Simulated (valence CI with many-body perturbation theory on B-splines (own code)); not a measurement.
# Br22+: electric-dipole lines

Calculated by relativistic CI+MBPT: three valence electrons over a frozen Dirac-Fock core [Ne], radial functions for each j: 11 s, 11 p, 9 d, 7 f, 5 g, 2 h, 1 i, with the one-electron correlation potential Σ1, the two-electron term Σ2, the three-electron term Σ3, Breit, model QED; selected CI, second order for the rest (own B-spline code, finite nucleus).

No measured levels were compared; by estimate levels of excited configurations hold to 0.05 to 0.15 % of their energy, terms of the ground configuration to about 0.5 %.

Lines 101 to 150 of 276 in falling wavelength, among levels below 235.92 eV, chosen from the strongest by gf and those to the six lowest levels. Wavelengths and rates use the calculated energies, so an error of 500 cm⁻¹ moves a line at 16.36 nm by 0.082 % and its rate by three times that or more. Electric multipoles are in the length gauge, E1 and E2 with the static RPA response of the core. Weak lines are less certain than strong ones. Lines between different terms over intervals too small for the method are left out, as are lines whose strength nearly cancels. The highest levels of a list are the least certain.

Names give the largest LS component (configuration and term), which can be under half, so a name can repeat, a term be missing and a line seem to break the LS rules; names also repeat where a configuration has a term twice. Letters in brackets count levels of one name in rising energy.

| λ vac (nm) | Upper | Lower | A (s⁻¹) | S (a.u.) with core polarisation | S without |
| --- | --- | --- | --- | --- | --- |
| 16.36 | 3p2 3d 4D_3/2 | 3s 3p 3d 4F°_5/2 | 1.31e+10 | 1.13e-01 | 1.17e-01 |
| 16.32 | 3p2 3d 4D_5/2 | 3s 3p 3d 4F°_5/2 | 1.36e+10 | 1.75e-01 | 1.80e-01 |
| 16.31 | 3p2 3d 2F_5/2 [b] | 3s 3p 3d 2D°_3/2 | 1.62e+10 | 2.08e-01 | 2.14e-01 |
| 16.30 | 3p2 3d 2G_9/2 | 3s 3p 3d 4F°_9/2 | 1.05e+10 | 2.24e-01 | 2.31e-01 |
| 16.23 | 3p2 3d 2F_5/2 [b] | 3s 3p 3d 2F°_5/2 [a] | 5.49e+09 | 6.95e-02 | 7.15e-02 |
| 16.21 | 3p2 3d 2P_3/2 [b] | 3s 3p 3d 2D°_5/2 [a] | 7.78e+09 | 6.54e-02 | 6.73e-02 |
| 16.20 | 3s 3p 3d 4F°_3/2 | 3s 3p2 4P_5/2 | 2.97e+07 | 2.49e-04 | 2.58e-04 |
| 16.15 | 3s 3p 3d 4D°_3/2 | 3s 3p2 2D_3/2 | 1.58e+08 | 1.31e-03 | 1.34e-03 |
| 16.14 | 3s 3p 3d 4P°_5/2 | 3s 3p2 2D_3/2 | 2.90e+08 | 3.62e-03 | 3.73e-03 |
| 16.14 | 3p2 3d 4P_1/2 | 3s 3p 3d 4D°_1/2 | 1.21e+10 | 5.02e-02 | 5.17e-02 |
| 16.09 | 3s 3p 3d 2P°_3/2 [b] | 3s2 3d 2D_5/2 | 3.10e+10 | 2.55e-01 | 2.62e-01 |
| 16.07 | 3p2 3d 2G_7/2 | 3s 3p 3d 4F°_7/2 | 3.36e+09 | 5.50e-02 | 5.67e-02 |
| 16.05 | 3s 3p 3d 2P°_1/2 [b] | 3s2 3d 2D_3/2 | 4.58e+10 | 1.87e-01 | 1.92e-01 |
| 16.02 | 3s 3p2 2S_1/2 | 3s2 3p 2P°_3/2 | 4.68e+10 | 1.90e-01 | 1.95e-01 |
| 16.01 | 3s 3p2 2P_1/2 | 3s2 3p 2P°_1/2 | 5.92e+10 | 2.40e-01 | 2.47e-01 |
| 15.95 | 3s 3p 3d 4D°_1/2 | 3s 3p2 2D_3/2 | 5.27e+07 | 2.11e-04 | 2.19e-04 |
| 15.93 | 3s 3p 3d 2D°_5/2 [b] | 3s2 3d 2D_5/2 | 4.37e+10 | 5.23e-01 | 5.38e-01 |
| 15.92 | 3p2 3d 2F_7/2 [b] | 3s 3p 3d 2D°_5/2 [a] | 8.44e+09 | 1.35e-01 | 1.38e-01 |
| 15.91 | 3p2 3d 4D_3/2 | 3s 3p 3d 4F°_3/2 | 8.08e+09 | 6.42e-02 | 6.61e-02 |
| 15.87 | 3s 3p 3d 2P°_3/2 [c] | 3s2 3d 2D_5/2 | 2.72e+10 | 2.15e-01 | 2.21e-01 |
| 15.84 | 3p3 2P°_3/2 | 3s 3p2 2D_3/2 | 3.66e+09 | 2.87e-02 | 2.96e-02 |
| 15.82 | 3p2 3d 2F_7/2 [a] | 3p3 2D°_5/2 | 7.31e+09 | 1.14e-01 | 1.17e-01 |
| 15.81 | 3s 3p 3d 2P°_3/2 [a] | 3s 3p2 2P_3/2 | 1.27e+10 | 9.92e-02 | 1.02e-01 |
| 15.80 | 3s 3p 3d 2P°_3/2 [b] | 3s2 3d 2D_3/2 | 1.02e+10 | 7.96e-02 | 8.20e-02 |
| 15.76 | 3s 3p 3d 4F°_5/2 | 3s 3p2 4P_5/2 | 1.41e+09 | 1.63e-02 | 1.68e-02 |
| 15.74 | 3s 3p2 2P_3/2 | 3s2 3p 2P°_3/2 | 6.39e+10 | 4.92e-01 | 5.07e-01 |
| 15.71 | 3p2 3d 4D_7/2 | 3s 3p 3d 4F°_7/2 | 5.20e+09 | 7.96e-02 | 8.20e-02 |
| 15.61 | 3p2 3d 2P_3/2 [a] | 3p3 2D°_5/2 | 1.83e+10 | 1.37e-01 | 1.41e-01 |
| 15.60 | 3p2 3d 2P_3/2 [b] | 3s 3p 3d 2D°_3/2 | 1.22e+10 | 9.17e-02 | 9.43e-02 |
| 15.59 | 3s 3p 3d 2P°_3/2 [c] | 3s2 3d 2D_3/2 | 4.18e+10 | 3.12e-01 | 3.21e-01 |
| 15.46 | 3p2 3d 2D_5/2 | 3s 3p 3d 4D°_3/2 | 1.31e+10 | 1.43e-01 | 1.47e-01 |
| 15.38 | 3s 3p 3d 4F°_3/2 | 3s 3p2 4P_3/2 | 1.88e+09 | 1.35e-02 | 1.39e-02 |
| 15.33 | 3p2 3d 2D_3/2 [b] | 3p3 2P°_3/2 | 7.43e+09 | 5.29e-02 | 5.44e-02 |
| 15.32 | 3s 3p 3d 4D°_7/2 | 3s 3p2 2D_5/2 | 4.19e+09 | 5.95e-02 | 6.11e-02 |
| 15.27 | 3p3 4S°_3/2 | 3s 3p2 4P_1/2 | 1.11e+10 | 7.77e-02 | 8.00e-02 |
| 15.26 | 3p2 3d 2F_7/2 [b] | 3s 3p 3d 2F°_5/2 [a] | 9.73e+09 | 1.37e-01 | 1.40e-01 |
| 15.12 | 3s 3p 3d 4F°_7/2 | 3s 3p2 4P_5/2 | 3.59e+09 | 4.91e-02 | 5.04e-02 |
| 14.99 | 3s 3p 3d 2F°_5/2 [a] | 3s 3p2 2D_5/2 | 1.41e+10 | 1.41e-01 | 1.45e-01 |
| 14.98 | 3s 3p 3d 4F°_5/2 | 3s 3p2 4P_3/2 | 1.54e+09 | 1.54e-02 | 1.58e-02 |
| 14.94 | 3p2 3d 2F_7/2 [b] | 3s 3p 3d 4D°_5/2 | 4.69e+09 | 6.17e-02 | 6.35e-02 |
| 14.89 | 3s 3d2 4F_5/2 | 3s 3p 3d 4P°_3/2 | 1.12e+10 | 1.10e-01 | 1.13e-01 |
| 14.82 | 3s 3d2 4F_5/2 | 3s 3p 3d 4D°_5/2 | 4.91e+09 | 4.73e-02 | 4.86e-02 |
| 14.79 | 3p2 3d 2D_3/2 [a] | 3p3 2P°_1/2 | 9.94e+09 | 6.34e-02 | 6.52e-02 |
| 14.74 | 3s 3p 3d 4D°_5/2 | 3s 3p2 2D_3/2 | 4.76e+09 | 4.51e-02 | 4.64e-02 |
| 14.72 | 3s 3p 3d 2F°_5/2 [b] | 3s 3p2 2P_3/2 | 8.49e+09 | 8.02e-02 | 8.26e-02 |
| 14.70 | 3p2 3d 2P_3/2 [a] | 3p3 2D°_3/2 | 6.71e+09 | 4.20e-02 | 4.33e-02 |
| 14.67 | 3s 3p 3d 4P°_3/2 | 3s 3p2 2D_3/2 | 3.67e+09 | 2.29e-02 | 2.35e-02 |
| 14.66 | 3s 3p 3d 4P°_1/2 | 3s 3p2 2D_3/2 | 4.14e+08 | 1.29e-03 | 1.32e-03 |
| 14.55 | 3s 3p 3d 2P°_1/2 [a] | 3s 3p2 2S_1/2 | 5.48e+10 | 1.67e-01 | 1.71e-01 |
| 14.44 | 3s 3p 3d 2F°_5/2 [a] | 3s 3p2 2D_3/2 | 2.45e+10 | 2.18e-01 | 2.24e-01 |
